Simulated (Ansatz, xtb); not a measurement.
## GeH4NO+: which of two isomers lies lower

Structure a: `[NH2+]=[Ge-][OH2+]`, a singlet. Structure b: `[NH3+][Ge][OH]`, a singlet. Both are isolated ions in the gas phase, relaxed with PBE0-D3(BJ)/def2-SVP; the shapes shown needn't be the lowest conformers.

a (Å):

```xyz
7

Ge    0.6156    0.1174   -1.0388
N     0.2778   -1.2952   -0.0065
O    -0.9010   -0.4346   -2.3608
H    -1.5109   -1.1898   -2.3371
H    -1.0967    0.0961   -3.1496
H    -0.4121   -2.0381   -0.1037
H     0.8364   -1.4374    0.8363
```

b (Å):

```xyz
7

Ge    1.0381   -1.0712   -1.5833
N    -1.0762   -1.1440   -1.7780
O     0.6948   -0.3481   -0.0246
H    -1.4517   -2.0935   -1.8832
H    -1.4397   -0.6002   -2.5691
H    -1.4654   -0.7440   -0.9147
H     1.4118   -0.0795    0.5701
```

Quicker runs give these differences E(b) − E(a): GFN2-xTB −15.5 kcal/mol; HF/STO-3G −1.7 kcal/mol (at GFN2-xTB geometries); r2SCAN-D4/def2-SVP −8.4 kcal/mol (at GFN2-xTB geometries).

Q: Estimate E(b) − E(a) at the level CCSD(T)/def2-TZVP.

A: Calculated at CCSD(T)/def2-TZVP: E(b) − E(a) = −15.9 kcal/mol, so structure b lies lower.

The same difference at several levels:

```csv
level,geometry,E(b) − E(a) (kcal/mol),departure from the last row (kcal/mol),"job, with rough time for the two"
GFN2-xTB,GFN2-xTB,−15.5,+0.4,"optimisation, 0.85 s"
HF/STO-3G,GFN2-xTB,−1.7,+14.2,"single point, 1.4 s"
r2SCAN-D4/def2-SVP,GFN2-xTB,−8.4,+7.5,"single point, 6.6 s"
PBE0-D3(BJ)/def2-SVP,PBE0-D3(BJ)/def2-SVP,−14.4,+1.5,"optimisation, 2.2 min"
HF/def2-TZVP,PBE0-D3(BJ)/def2-SVP,−14.3,+1.6,part of the CCSD(T) run
MP2/def2-TZVP,PBE0-D3(BJ)/def2-SVP,−15.8,+0.2,part of the CCSD(T) run
CCSD(T)/def2-TZVP,PBE0-D3(BJ)/def2-SVP,−15.9,,"single point, 1.8 min"
```

As drawn, b has 1 Ge–N, 1 N–H in place of 1 Ge=N, 1 O–H.

The levels shown agree on the order. The largest departure from CCSD(T)/def2-TZVP is that of HF/STO-3G, 14.2 kcal/mol.

With harmonic frequencies from PBE0-D3(BJ)/def2-SVP (ideal gas, rigid rotor, one conformer each, 298.15 K, 1 atm): the zero-point term adds +1.6 kcal/mol; ΔH is −14.8 and ΔG −14.0 kcal/mol.

The correlated steps freeze 11 core orbitals; the filled d shell of Ge is correlated, in a basis made for valence electrons. Codes used: Ansatz 0.2.0, xtb 6.7.1; the last row on 1 thread of Intel(R) Xeon(R) Processor @ 2.50GHz (Skylake/Cascade Lake) on a shared host.
